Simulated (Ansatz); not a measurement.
System: sum formula WO$_{2}$H$_{2}$, charge 0, multiplicity 3. The spin state was set by rule; other spins were not relaxed. SMILES: [OH][W][OH]
Coordinates optimised at B3LYP-D3(BJ)/def2-TZVP (Ansatz, a program for electronic structure):
```xyz
5

W     -0.0002     0.0001    -0.0002
O      1.3301     0.2506    -1.2372
H      2.0248     0.3799    -1.8799
O     -1.3286    -0.2515     1.2386
H     -2.0188    -0.3836     1.8856
```
Charge 0, spin multiplicity 3.

Quantity: atomisation energy (electronic, to ground-state atoms), in kcal/mol. Correlated levels leave the core frozen unless marked. Open shells are spin-unrestricted. No spin-orbit coupling. Frozen are the shells of the preceding noble gas and the d and f shells that filled before the atom's block. Past Kr the def2 sets carry scalar-relativistic core potentials. The coupled-cluster limit lacks core correlation, which all-electron functionals hold. Basis-set limits of correlation are two-point, X^-3; Hartree-Fock from the larger set. The bracket is a focal-point correction in the basis named.

```json
[
 {"level": "HF/def2-TZVPPD", "program": "Ansatz", "atomisation energy (kcal/mol)": "277.5"},
 {"level": "HF/def2-QZVPP", "program": "Ansatz", "atomisation energy (kcal/mol)": "278.0"},
 {"level": "BLYP-D3(BJ)/def2-TZVPD", "program": "Ansatz + dftd3", "atomisation energy (kcal/mol)": "454.8"},
 {"level": "revPBE-D3(BJ)/def2-TZVPD", "program": "Ansatz + dftd3", "atomisation energy (kcal/mol)": "438.4"}
]
```

Predict the RI-MP2/CBS(def2-TZVPPD,def2-QZVPPD)+[CCSD(T)-MP2]/def2-TZVPPD result (Ansatz).

446.4 kcal/mol, so revPBE-D3(BJ)/def2-TZVPD differs from it by -8.0 kcal/mol.
